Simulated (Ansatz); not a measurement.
The cluster Zn₂F₂⁺, relaxed as a doublet with UKS PBE0-D4/def2-SVP in Ansatz, starting from the GFN1-xTB geometry. Force threshold 0.02 eV/Å.

Another isomer (doublet) lies 0.42 eV lower at PBE0-D4/def2-TZVP; other spin states weren't run for this one.

Start:

Cartesian coordinates in Å:
```
Zn 0.9014 -0.7228 -0.0359
Zn -1.2421 1.0038 0.0486
F -0.6951 -1.2365 0.1158
F 1.0357 0.9554 -0.1284
```

**Question.** Estimate the energy that the relaxation releases and the steps that it takes.

**Answer.** 78.3 kJ/mol, in 7 steps; 22 s on 4 threads of Arm Neoverse V1 on a shared host. No frequencies were taken in this run, so the end may be a saddle point.

**Question.** Does the start keep its bonding and symmetry?

**Answer.** Bonds formed: Zn2–F3, Zn2–F4 (atoms count from 1). Point group C2v at the start, D2h at the end, both within 0.05 Å.

**Question.** Predict the relaxed structure.

**Answer.** 
```csv
atom,x (Å),y (Å),z (Å)
Zn1,1.1271,-0.9019,-0.0440
Zn2,-1.1271,0.9019,0.0439
F3,-0.7879,-0.9900,0.1108
F4,0.7879,0.9900,-0.1108
```
Bond lengths (bridged metal pairs left out): 4 × F–Zn 1.92 Å.
